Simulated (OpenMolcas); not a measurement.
## GaBH3ClO: a line through the functionals

GaBH3ClO has 7 atoms, charge 0, and is taken as a singlet. SMILES: `O[B](Cl)[GaH2]`. The shape is that of a PBE0-D4/def2-TZVP optimisation. This is one conformer, not always the lowest.

The HOMO–LUMO gap y, in eV, basis 6-31G(d); a is the functional's share of exact exchange. Programs: OpenMolcas 26.06.

| functional | program | a | y (eV) |
| --- | --- | --- | --- |
| PBE | OpenMolcas | 0 | 3.92 |
| r2SCAN | OpenMolcas | 0 | 4.45 |
| B3LYP | OpenMolcas | 0.2 | 5.42 |
| PBE0 | OpenMolcas | 0.25 | ? |
| BHLYP | OpenMolcas | 0.5 | 7.73 |

Task: Fit y = c + s·a to the known rows and predict PBE0.

Result: 
1. Means of the 4 rows: a = 0.1750, y = 5.380.
2. Σ(Δa)² = 0.1675, Σ(Δa·Δy) = 1.183, so the slope is 1.183/0.1675 = 7.0627.
3. Intercept: 5.380 − (7.0627) × 0.1750 = 4.144. The largest residual of the fit is 0.31.
4. PBE0: 4.144 + (7.0627) × 0.25 = 5.91 eV.

The run gave 5.91 eV, so the prediction is off by 0.00 eV: they agree to the digits shown. Exact exchange lowers occupied levels and raises empty ones. The rows mix families of semi-local functionals, which the line can't see.
